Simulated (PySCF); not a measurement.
C3H5BFNO, SMILES CN1C=C(F)B1O.

The structure is a stationary point at B3LYP-D3(BJ)/def2-SVP. The structure was generated by enumeration, and PubChem lists no compound with its InChIKey, so it may never have been made. The values are those of a single conformer.

Computed with PBE/def2-TZVP in PySCF.

The molecule is in vacuum.

The total energy comes out as -371.71836 hartree and the highest occupied level comes out as -4.81 eV. The lowest empty level is -1.86 eV. The orbital gap is 2.94 eV and the dipole moment is 2.84 D. The quadrupole, principal values (traceless, Buckingham form, about the centre of nuclear charge) comes out as -5.93, -1.73, 7.66 D·Å, the mean static polarisability comes out as 61.1 bohr³ (9.06 Å³) and the polarisability, principal values is 44.8, 66.1, 72.5 bohr³.
